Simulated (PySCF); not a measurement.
NbF4Cl, SMILES [F][Nb]([F])([F])([F])[Cl], multiplicity 1.

Geometry optimised at B3LYP-D3(BJ)/def2-SVP. The spin state was assumed, not searched. The structure was generated by enumeration; whether it is a known compound was not checked. The def2 effective core potentials stand for the cores of Nb; spin–orbit coupling is left out.

Two levels are set side by side: TDA-PBE/def2-SVPD (PySCF) and TDA-ωB97X/def2-SVPD (PySCF). Vertical, same geometry. The lowest singlet is HOMO→LUMO 50 %, HOMO−1→LUMO+1 50 % with PBE and HOMO→LUMO 50 %, HOMO−1→LUMO+1 50 % with the other functional; states are paired by order. Differences are taken from unrounded values.

```
quantity                              TDA-PBE
------------------------------------  -------
lowest singlet excitation (eV)           5.27
lowest triplet excitation (TDA) (eV)     4.95
```

Question: These are the TDA-PBE values. What does TDA-ωB97X give? (The exact figures need the calculation; the answer reports its results.)

Answer: 
```csv
quantity,TDA-ωB97X,TDA-PBE minus TDA-ωB97X
lowest singlet excitation (eV),6.08,-0.81
lowest triplet excitation (TDA) (eV),5.75,-0.79
```

A lower first singlet is the usual sign of a functional without exact exchange. Differences between two approximate levels are no errors against the true value.

Rough cost on one machine, each run with all the roots and properties that it gave: TDA-ωB97X against TDA-PBE about 4 times.
